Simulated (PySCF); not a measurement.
**Copper: a sound run and one with changed settings**

Sound run: Cu²⁺ [Ar] 3d9, Cu³⁺ [Ar] 3d8. All numbers are calculated (PySCF 2.14, the spin-free X2C one-electron Hamiltonian (Gaussian nucleus), in x2c-SVPall (5s3p3d1f, 36 functions)). In the sound run the correlated levels freeze [Ar]. The sound run starts from symmetry-adapted Hartree-Fock orbitals and uses a fine grid where one is needed.

Changed run: basis STO-3G, all-electron and non-relativistic. This setting is unsound on purpose.

```json
{"species": "Cu²⁺", "method": "UHF", "sound run (hartree)": "-1651.96027", "changed run (hartree)": "-1619.11464", "converged": "yes"}
{"species": "Cu²⁺", "method": "PBE0", "sound run (hartree)": "-1653.16484", "changed run (hartree)": "-1619.97825", "converged": "yes"}
{"species": "Cu²⁺", "method": "M06-L", "sound run (hartree)": "-1653.33494", "changed run (hartree)": "-1620.25126", "converged": "yes"}
{"species": "Cu²⁺", "method": "MP2", "sound run (hartree)": "-1652.12809", "changed run (hartree)": "-1619.11687", "converged": "yes"}
{"species": "Cu³⁺", "method": "UHF", "sound run (hartree)": "-1650.68606", "changed run (hartree)": "-1618.76739", "converged": "yes"}
{"species": "Cu³⁺", "method": "PBE0", "sound run (hartree)": "-1651.78462", "changed run (hartree)": "-1619.57025", "converged": "yes"}
{"species": "Cu³⁺", "method": "M06-L", "sound run (hartree)": "-1651.98302", "changed run (hartree)": "-1619.83130", "converged": "yes"}
{"species": "Cu³⁺", "method": "MP2", "sound run (hartree)": "-1650.78665", "changed run (hartree)": "-1618.76754", "converged": "yes"}
```

Ionisation energy of Cu²⁺:

```csv
method,sound run (eV),changed run (eV)
UHF,34.673,9.449
PBE0,37.558,11.102
M06-L,36.788,11.427
MP2,36.502,9.506
SCS-MP2,36.300,9.504
```

A minimal basis cannot let orbitals breathe on ionisation and holds almost no correlation. The Hamiltonian changed with the basis, so the totals do not compare.

For comparison, NIST gives 36.841 ± 0.012 eV between the lowest levels.
